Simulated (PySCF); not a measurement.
Ga(F)(OH)2 (FGaH2O2), SMILES [OH][Ga]([OH])[F]. Atoms are numbered in the order given.

```xyz
6

Ga    -0.0019    -0.0126     0.0000
F     -1.6555     0.5597     0.0000
O      0.2677    -1.7629     0.0000
H      1.2061    -1.9958     0.0000
O      1.3243     1.1707     0.0000
H      1.0150     2.0868     0.0000
```

Coordinates come from a B3LYP-D3(BJ)/def2-SVP optimisation. One conformer was computed; it need not be the lowest.

Method: TDDFT-CAM-B3LYP/def2-SVPD (PySCF).

Vertical excitations.  State labels are in the subgroup Cs.

Computed lowest excited states:
| state | symmetry | energy (eV) | λ (nm) | f | main pairs |
|---|---|---|---|---|---|
| S1 | A" | 6.36 | 195 | 0.000 | HOMO→LUMO 94 % |
| S2 | A" | 6.96 | 178 | 0.062 | HOMO−1→LUMO 92 % |
| S3 | A' | 7.23 | 171 | 0.092 | HOMO−2→LUMO 82 %, HOMO→LUMO+1 13 % |
| S4 | A' | 7.71 | 161 | 0.032 | HOMO−3→LUMO 82 % |
| S5 | A' | 8.35 | 148 | 0.033 | HOMO−4→LUMO 86 % |
| S6 | A" | 8.43 | 147 | 0.000 | HOMO−2→LUMO+1 98 % |
| S7 | A" | 8.51 | 146 | 0.077 | HOMO−5→LUMO 83 % |
| S8 | A' | 8.54 | 145 | 0.187 | HOMO→LUMO+1 76 %, HOMO−2→LUMO 12 % |
| S9 | A" | 8.90 | 139 | 0.003 | HOMO→LUMO+2 50 %, HOMO→LUMO+3 23 %, HOMO−1→LUMO+3 10 % |
| S10 | A" | 8.96 | 138 | 0.003 | HOMO→LUMO+3 43 %, HOMO−1→LUMO+2 26 %, HOMO→LUMO+2 16 %, HOMO−1→LUMO+3 7 % |
| T1 | A" | 5.94 | 209 | 0 | HOMO→LUMO 90 % |
| T2 | A" | 6.41 | 193 | 0 | HOMO−1→LUMO 87 % |
| T3 | A' | 6.51 | 191 | 0 | HOMO−2→LUMO 89 % |
| T4 | A' | 7.09 | 175 | 0 | HOMO−3→LUMO 86 % |
Triplets are in the Tamm–Dancoff approximation, which puts them higher than full response would, so one can lie above its singlet here.
